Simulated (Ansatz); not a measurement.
Geometry optimisation, RKS PBE0-D4/STO-3G (Ansatz 0.2.0).

Input file:

```yaml
crystal:
  periodic: [false, false, false]
  atoms:
    - { symbol: O, position_ang: [-1.1252, 1.871, 0.9315] }
    - { symbol: Si, position_ang: [0.0841, 0.7072, 0.9438] }
    - { symbol: Si, position_ang: [-0.1291, -0.6849, -0.9496] }
    - { symbol: O, position_ang: [1.0741, -1.8713, -0.8998] }
    - { symbol: H, position_ang: [-0.8502, 2.7216, 0.5669] }
    - { symbol: H, position_ang: [-0.0657, -0.0589, 2.1939] }
    - { symbol: H, position_ang: [1.3838, 1.4304, 0.9428] }
    - { symbol: H, position_ang: [-1.3984, -1.3964, -0.9352] }
    - { symbol: H, position_ang: [0.0603, 0.0714, -2.1743] }
    - { symbol: H, position_ang: [0.7914, -2.7294, -0.5566] }
basis:
  gaussian: { orbitals: STO-3G }
hamiltonian:
  xc: pbe0
  dispersion: d4
relax:
  f_tol: 0.015
  max_steps: 40
output:
  orbitals: {}
```

Run as:

```bash
$ ansatz run input.yaml --threads 1 --pin off --max-ram 2048MiB --backend cpu --events-out ev --progress --plain --runs-dir out
```

Q: Where does it end, and by what steps?

A: The run converged. The force dipped under the threshold on the way, but the program's further checks kept it going. Limits of this set-up: minimal basis. After 8 steps the energy has fallen by 0.528 eV; H10 moved furthest, 0.39 Å.

```tsv
step	energy less start (eV)	largest force component (eV/Å)	accepted
0	0.0000	2.348	yes
1	-0.2966	1.268	yes
2	-0.4373	0.630	yes
3	-0.5132	0.154	yes
4	-0.4420	1.638	no
5	-0.5253	0.066	yes
6	-0.5277	0.009	yes
7	-0.5278	0.028	yes
8	-0.5279	0.001	yes
```

```xyz
10
Properties=species:S:1:pos:R:3
O -1.103 1.890 1.080
Si 0.097 0.660 0.929
Si -0.127 -0.645 -0.919
O 1.062 -1.887 -1.060
H -0.921 2.497 0.285
H -0.052 -0.133 2.129
H 1.427 1.242 0.957
H -1.463 -1.215 -0.955
H 0.036 0.144 -2.119
H 0.869 -2.491 -0.265
```

Whether the end is a true minimum wasn't checked by a vibrational analysis.

The run took 9.2 s on 1 thread of Intel(R) Xeon(R) 6975P-C (Granite Rapids) (shared host), peak memory 0.14 GiB.
